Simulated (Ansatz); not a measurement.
Ansatz results at the PBE0-D4/def2-TZVP geometry: LUMO energy (PBE/def2-TZVPP) -4.72 eV; LUMO energy (PBE0/def2-TZVPP) -3.99 eV; LUMO energy (ωB97M-V/def2-TZVPP) -1.87 eV.

**Question.** Which molecule gave them?
A. `CC1=CC(C(F)(F)F)=[O+][Ti-]([Cl])([Cl])([Cl])[O]1`
B. `[CH3][Al-]1([Cl])[O]C=CC=[O+]1`
C. `[OH][Sn-]1[O]C(C(F)(F)F)=CC(C(F)(F)F)=[O+]1`
D. `FC(F)(F)C1=CC(C(F)(F)F)=[O+][Al-]([Cl])([Cl])[O]1`

**Answer.** D. The others give `[CH3][Al-]1([Cl])[O]C=CC=[O+]1`: -3.51, -2.63, -0.50; `[OH][Sn-]1[O]C(C(F)(F)F)=CC(C(F)(F)F)=[O+]1`: -3.70, -2.92, -0.81; `CC1=CC(C(F)(F)F)=[O+][Ti-]([Cl])([Cl])([Cl])[O]1`: -4.25, -3.52, -1.48.
